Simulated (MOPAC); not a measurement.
MOPAC input (PM6):

```
PM6 PRECISE GNORM=0.05 LET XYZ UHF MS=0.5 GEO-OK AUX(PRECISION=9) THREADS=1
CH2N

C    -0.62794851 1    0.14455976 1    0.02211786 1
N     0.49295516 1   -0.32648534 1   -0.03155171 1
H    -1.02369726 1    1.16622664 1    0.09804423 1
H     1.34070217 1    0.25181215 1   -0.00988943 1
```

Output:

```
 *******************************************************************************
 **                                                                           **
 **                              MOPAC v23.2.5                                **
 **                                                                           **
 *******************************************************************************
 ** MOPAC's Digital Object Identifier: https://doi.org/10.5281/zenodo.6511958 **
 **                                                                           **
 ** Please cite the open-source release paper for use of this MOPAC version:  **
 ** J. E. Moussa and J. J. P. Stewart (2026)                                  **
 ** MOPAC: An open-source semiempirical molecular orbital program             **
 ** J. Open Source Softw., 11(119), 8025, https://doi.org/10.21105/joss.08025 **
 *******************************************************************************

                              PM6 CALCULATION RESULTS

 *******************************************************************************
 *  PM6        - The PM6 Hamiltonian to be used
 *  GEO-OK     - OVERRIDE INTERATOMIC DISTANCE AND OTHER SAFETY CHECKS
 *  UHF        - UNRESTRICTED HARTREE-FOCK CALCULATION
 *  MS=        - IN MECI, MAGNETIC COMPONENT OF SPIN =  0.5
 *  LET        - OVERRIDE SOME SAFETY CHECKS
 *  PRECISE    - TIGHTER CRITERIA TO BE USED
 *  XYZ        - CARTESIAN COORDINATE SYSTEM TO BE USED
 *  GNORM      - EXIT WHEN GRADIENT NORM DROPS BELOW 0.050
 *  AUX        - OUTPUT AUXILIARY INFORMATION
 *******************************************************************************
PM6 PRECISE GNORM=0.05 LET XYZ UHF MS=0.5 GEO-OK AUX(PRECISION=9) THREADS=1
 CH2N

   ATOM   CHEMICAL          X               Y               Z
  NUMBER   SYMBOL      (ANGSTROMS)     (ANGSTROMS)     (ANGSTROMS)

     1       C         -0.62794851  *   0.14455976  *   0.02211786  *
     2       N          0.49295516  *  -0.32648534  *  -0.03155171  *
     3       H         -1.02369726  *   1.16622664  *   0.09804423  *
     4       H          1.34070217  *   0.25181215  *  -0.00988943  *

          CARTESIAN COORDINATES

    NO.       ATOM           X           Y           Z

     1         C         -0.6279      0.1446      0.0221
     2         N          0.4930     -0.3265     -0.0316
     3         H         -1.0237      1.1662      0.0980
     4         H          1.3407      0.2518     -0.0099

 General Reference for PM6:
 "Optimization of Parameters for Semiempirical Methods V: Modification of NDDO Approximations
 and Application to 70 Elements", J. J. P. Stewart, J. Mol. Mod., 13, 1173-1213 (2007)
 URL: https://link.springer.com/article/10.1007/s00894-007-0233-4

           Empirical Formula: C H2 N  =     4 atoms

      MOLECULAR POINT GROUP   :   Cs

          UHF CALCULATION, NO. OF ALPHA ELECTRONS =    6
                           NO. OF BETA  ELECTRONS =    5

          Geometry optimization using EF

          DIAGONAL MATRIX USED AS START HESSIAN

 CYCLE:     1  GRAD.:    61.606 HEAT:  63.10827
 CYCLE:     2  GRAD.:   237.975 HEAT:  65.68214
 CYCLE:     3  GRAD.:   188.507 HEAT:  57.57500
 CYCLE:     4  GRAD.:    92.419 HEAT:  56.72635
 CYCLE:     5  GRAD.:    58.665 HEAT:  51.33507
 CYCLE:     6  GRAD.:    81.808 HEAT:  51.00669
 CYCLE:     7  GRAD.:    81.520 HEAT:  50.15766
 CYCLE:     8  GRAD.:    75.290 HEAT:  50.26907
 CYCLE:     9  GRAD.:     8.093 HEAT:  48.95201
 CYCLE:    10  GRAD.:    15.705 HEAT:  48.80253
 CYCLE:    11  GRAD.:    13.383 HEAT:  48.69207
 CYCLE:    12  GRAD.:     4.537 HEAT:  48.65459
 CYCLE:    13  GRAD.:     1.695 HEAT:  48.64776
 CYCLE:    14  GRAD.:     1.188 HEAT:  48.64723
 CYCLE:    15  GRAD.:     0.066 HEAT:  48.64677
 CYCLE:    16  GRAD.:     0.004 HEAT:  48.64676

     GRADIENT =  0.00392 IS LESS THAN CUTOFF =  0.05000

 -------------------------------------------------------------------------------
 PM6 PRECISE GNORM=0.05 LET XYZ UHF MS=0.5 GEO-OK AUX(PRECISION=9) THREADS=1
 CH2N

     GEOMETRY OPTIMISED USING EIGENVECTOR FOLLOWING (EF).
     SCF FIELD WAS ACHIEVED

                              PM6 CALCULATION
                                                       MOPAC v23.2.5 Linux

          FINAL HEAT OF FORMATION =         48.64676 KCAL/MOL =     203.53805 KJ/MOL

          COSMO AREA              =         63.63 SQUARE ANGSTROMS
          COSMO VOLUME            =         45.48 CUBIC ANGSTROMS

          GRADIENT NORM           =          0.00392          =       0.00196 PER ATOM
          IONIZATION POTENTIAL    =          8.209243 EV
          ALPHA SOMO LUMO (EV)    =         -8.209  1.101
          BETA  SOMO LUMO (EV)    =        -12.436  1.209
          NO. OF ALPHA ELECTRONS  =          6
          NO. OF BETA  ELECTRONS  =          5
          MOLECULAR WEIGHT        =         28.0335         POINT GROUP:  Cs

          MOLECULAR DIMENSIONS (Angstroms)

            Atom       Atom       Distance
            H     4    H     3     3.04141
            N     2    C     1     0.48631
            H     3    N     2     0.00000

          SCF CALCULATIONS        =         17

   ATOM   CHEMICAL          X               Y               Z
  NUMBER   SYMBOL      (ANGSTROMS)     (ANGSTROMS)     (ANGSTROMS)

     1       C         -0.49092656  *   0.40513790  *   0.03675062  *
     2       N          0.46703872  *  -0.32871162  *  -0.03118460  *
     3       H         -1.50601227  *   0.62421327  *   0.07153137  *
     4       H          1.44661923  *  -0.09741186  *  -0.03525858  *

                             CARTESIAN COORDINATES

   1    C       -0.490926563     0.405137904     0.036750619
   2    N        0.467038717    -0.328711618    -0.031184595
   3    H       -1.506012267     0.624213273     0.071531372
   4    H        1.446619228    -0.097411857    -0.035258578

           Empirical Formula: C H2 N  =     4 atoms

      MOLECULAR POINT GROUP   :   Cs

          ALPHA EIGENVALUES
 -31.71636 -21.93116 -17.10483 -14.13942 -13.22806  -8.20924   1.10128   3.79489
   5.87880   6.70349

           BETA EIGENVALUES
 -31.36756 -21.55607 -16.76848 -12.87708 -12.43593   1.20874   1.52751   4.20957
   6.10552   7.34825

              NET ATOMIC CHARGES AND DIPOLE CONTRIBUTIONS

  ATOM NO.   TYPE          CHARGE      No. of ELECS.   s-Pop       p-Pop
    1          C          -0.216100        4.2161     1.17575     3.04035
    2          N          -0.245721        5.2457     1.57741     3.66831
    3          H           0.210601        0.7894     0.78940
    4          H           0.251220        0.7488     0.74878
 DIPOLE           X         Y         Z       TOTAL
 POINT-CHG.     0.181     0.481     0.028     0.515
 HYBRID         0.250     0.218     0.010     0.332
 SUM            0.431     0.699     0.038     0.822

          ATOMIC ORBITAL ELECTRON POPULATIONS

     Atom    s        px        py        pz
    1  C   1.17575   1.06237   1.16919   0.80880
    2  N   1.57741   1.12087   1.35437   1.19306
    3  H   0.78940
    4  H   0.74878

                    (SZ)    =    0.500000
                    (S**2)  =    0.751523

          ATOMIC ORBITAL SPIN POPULATIONS

    Atom   Total    s     px     py     pz
         Atomic
    1  C  0.7072  0.023  0.086  0.580  0.017
    2  N  0.2406  0.053 -0.003  0.204 -0.014
    3  H -0.0110 -0.011
    4  H  0.0632  0.063

 **********************
 *                    *
 * JOB ENDED NORMALLY *
 *                    *
 **********************

 == MOPAC DONE ==
```

The geometry given is a B3LYP-D3(BJ)/def2-TZVP minimum.
